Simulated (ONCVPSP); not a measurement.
# lead (Pb), ONCV: configuration errors across variants

ONCVPSP 4.0.1 input, shortened (lines: element, Z, core and valence counts, functional; n l f; lmax; l rc ep ncon nbas qcut; lloc lpopt rc5 dvloc0; l nproj debl; icmod fcfact rcfact), LDA (Perdew-Zunger), fully relativistic:

```
  Pb 82.00   10    5        3      upf
    1    0    2.00
    2    0    2.00
    2    1    6.00
    3    0    2.00
    3    1    6.00
    3    2   10.00
    4    0    2.00
    4    1    6.00
    4    2   10.00
    4    3   14.00
    5    0    2.00
    5    1    6.00
    5    2   10.00
    6    0    1.00
    6    1    3.00
    2
    0    1.35    0.00    4    7    7.40
    1    1.40    0.00    3    6    9.20
    2    1.45    0.00    4    8    9.60
    4    5    1.15   -1.00
    0    2    2.20
    1    2    2.90
    2    3    3.90
    3    2.75    1.50
```

Open shells are filled in proportion to 2j + 1.

All-electron excitation energies from the reference (eV): (1) 5s2 5p6 5d10 6s2 6p2 -8.644; (2) 5s2 5p6 5d10 6s2 6p1 -1.686; (3) 5s2 5p6 5d10 6s2 6p0 12.238; (4) 5s2 5p6 5d10 6s0 6p4 9.017.

2 further variants failed, have other tests or another functional or relativity, and are left out.

Errors AE − PS in meV (a dash: test not solved or not reliable):

| change | (1) | (2) | (3) | (4) | bound ghosts | GHOST(+) flags above zero |
| --- | --- | --- | --- | --- | --- | --- |
| base | -1.4 | -0.8 | +0.2 | -1.4 | none | s |
| s: qcut 8.9 | -0.7 | 0.0 | +0.8 | -0.5 | none | s |
| core correction Teter function, fcfact 2.75, rcfact 1.56 | -1.5 | -0.8 | +0.2 | -1.5 | none | s |
| local potential polynomial inside 0.90 bohr (lpopt 2, dvloc0 -1 Ha) | -1.4 | -0.8 | +0.2 | -1.4 | none | s |

Question: Give the same row for: all radii but the core radius scaled by about 1.24 (s 1.66, p 1.74, d 1.80 bohr); local potential polynomial inside 1.42 bohr (lpopt 5, dvloc0 -1 Ha).

Answer: -2.3, -1.8, -1.0, -2.9; bound ghosts: none; GHOST(+) flags above zero: none.
